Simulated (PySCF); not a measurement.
# Excitation energy of Ca by level of theory

Ca [Ar] 4s2 (1S) → Ca [Ar] 4s1 4p1 (3P), as a difference of total energies. Calculation: PySCF 2.14, in ANO-RCC-VTZP; the spin-free X2C one-electron Hamiltonian (Gaussian nucleus). Correlated levels: valence and next inner shell: [Ne] frozen. The calculations carry no spin-orbit coupling.

| method | excitation energy (cm⁻¹) |
| --- | --- |
| UHF | 8424.9 |
| MP2 (valence and next inner shell) | 14085 |
| SCS-MP2 (valence and next inner shell) | 14619 |
| CCSD (valence and next inner shell) | 14658 |
| CCSD(T) (valence and next inner shell) | 15044 |

Errors of the correlated levels include the incompleteness of this basis and the frozen core.

The basis was made for the ground configuration and has no added diffuse functions, so the excitation energy can come out too high.

Task: Which method comes closest to the reference value, and which is furthest?

Result: The reference is 15263 cm⁻¹ (measured; NIST levels, between the centres of gravity of the two terms). Closest: CCSD(T) (valence and next inner shell) (error -219.57 cm⁻¹); furthest: UHF (error -6838.2 cm⁻¹).
